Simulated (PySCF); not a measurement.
# Nonlinear optical response: `COc1cccc(C#N)c1`, C8H7NO

Geometry (Å), atoms numbered from 1 in this order:
```xyz
17

C    -2.661   -0.298   -0.066
O    -1.449   -0.996    0.027
C    -0.295   -0.313   -0.067
C    -0.207    1.072   -0.253
C     1.046    1.682   -0.339
C     2.215    0.942   -0.243
C     2.122   -0.448   -0.055
C     3.315   -1.236    0.046
N     4.284   -1.867    0.127
C     0.877   -1.073    0.032
H    -2.766    0.450    0.739
H    -3.459   -1.044    0.036
H    -2.768    0.208   -1.041
H    -1.106    1.683   -0.334
H     1.101    2.763   -0.485
H     3.194    1.418   -0.310
H     0.795   -2.150    0.178
```

Method: quadratic response CAM-B3LYP/aug-cc-pVDZ first hyperpolarisability, Taylor convention, gas phase (PySCF 2.14.0). Geometry: PBE0-D3(BJ)/def2-SVP.

Problem. Give β for the processes computed.

Solution. In 10⁻³⁰ esu, Taylor convention; the vector part is βᵢ = ⅓ Σⱼ (βᵢⱼⱼ + βⱼᵢⱼ + βⱼⱼᵢ); β∥ is 3/5 of the vector part along the dipole, the dipole points from − to +:
```csv
process,λ (nm),β vector norm,β∥,β HRS,depolarisation ratio
"static β(0;0,0)",∞,2.28,0.50,0.96,4.82
"second harmonic β(−2ω;ω,ω)",1907,2.41,0.54,1.01,4.86
"Pockels β(−ω;ω,0)",1907,2.32,0.52,–,–
"second harmonic β(−2ω;ω,ω)",1064,2.75,0.66,1.15,4.94
"Pockels β(−ω;ω,0)",1064,2.42,0.55,–,–
```

Problem. Which lowest excitations, dipole and polarisabilities go with it?

Solution. S1 4.78 eV (f = 0.056); S2 5.58 eV (f = 0.038); S3 6.06 eV (f = 0.006); dipole 6.18 D; isotropic α 106.1 au static, 106.5 au at 1907 nm, 107.6 au at 1064 nm, 107.9 au at 953.5 nm, 112.5 au at 532 nm.
